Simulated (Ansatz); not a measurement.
Total energies of SnCl3(pyrrolidide) (C₄H₈Cl₃NSn) from Ansatz at PBE-D4/def2-TZVP, gas phase (1 Eh = 27.2114 eV = 2625.5 kJ/mol). The reference geometry is relaxed at PBE-D4/def2-SVP.

Cartesian coordinates in Å:
```
Sn 1.612 1.424 0.567
Cl 2.597 1.038 -1.570
Cl 1.123 3.723 0.712
Cl 3.190 0.787 2.194
N -0.134 0.395 0.967
C 0.003 -1.072 0.909
C -0.238 -1.483 -0.564
C -1.068 -0.309 -1.158
C -1.232 0.678 0.024
H -0.793 -1.494 1.566
H 0.973 -1.406 1.332
H -0.758 -2.458 -0.639
H 0.729 -1.584 -1.098
H -0.518 0.174 -1.990
H -2.048 -0.636 -1.558
H -1.254 1.748 -0.265
H -2.183 0.476 0.570
```

```json
{"state": "charge 0 singlet", "geometry": "reference", "energy (Eh)": "-1806.32826"}
{"state": "charge 1 doublet", "geometry": "reference", "energy (Eh)": "-1806.00515"}
{"state": "charge -1 doublet", "geometry": "reference", "energy (Eh)": "-1806.37872"}
{"state": "free Sn atom (triplet)", "geometry": "–", "energy (Eh)": "-214.24935"}
{"state": "free Cl atom (doublet)", "geometry": "–", "energy (Eh)": "-459.95840"}
{"state": "free N atom (quartet)", "geometry": "–", "energy (Eh)": "-54.53214"}
{"state": "free C atom (triplet)", "geometry": "–", "energy (Eh)": "-37.79597"}
{"state": "free H atom (doublet)", "geometry": "–", "energy (Eh)": "-0.49962"}
```

In the def2 sets Sn takes a core potential; there is no spin–orbit coupling.

Question: Work out the vertical ionisation energy to the doublet.

Answer: E(charge 1 doublet) − E(charge 0 singlet) = -1806.00515 − (-1806.32826) = 0.32311 Eh = 8.79 eV. For comparison, −ε of the highest occupied level is 6.12 eV at this level, 2.67 eV less.

Question: Work out the vertical electron affinity, to the doublet.

Answer: E(charge 0 singlet) − E(charge -1 doublet) = -1806.32826 − (-1806.37872) = 0.05046 Eh = 1.37 eV. The basis lacks diffuse functions, which makes affinities too small.

Question: Give the fundamental gap IE − EA, the Mulliken electronegativity (IE + EA)/2 and the hardness (IE − EA)/2.

Answer: From the values in Eh: IE − EA = 0.32311 − 0.05046 = 0.27265 Eh = 7.42 eV; (IE + EA)/2 = 5.08 eV; (IE − EA)/2 = 3.71 eV. The HOMO–LUMO gap of the same run is 2.37 eV, 5.05 eV smaller than the fundamental gap.

Question: What is the binding energy per atom against free atoms?

Answer: Atoms: 1 × (-214.24935) + 3 × (-459.95840) + 1 × (-54.53214) + 4 × (-37.79597) + 8 × (-0.49962) = -1803.83753 Eh. Binding: -1803.83753 − (-1806.32826) = 2.49073 Eh = 67.78 eV, or 3.99 eV for each of 17 atoms (no zero-point energy, no counterpoise term).

At PBE-D4/def2-TZVP the highest occupied level of the charge -1 doublet lies above zero (up to 1.07 eV). By energy differences its removal costs 1.37 eV (vertical, to the charge 0 singlet, at PBE-D4/def2-TZVP); self-interaction error and the lack of diffuse functions both raise the level.
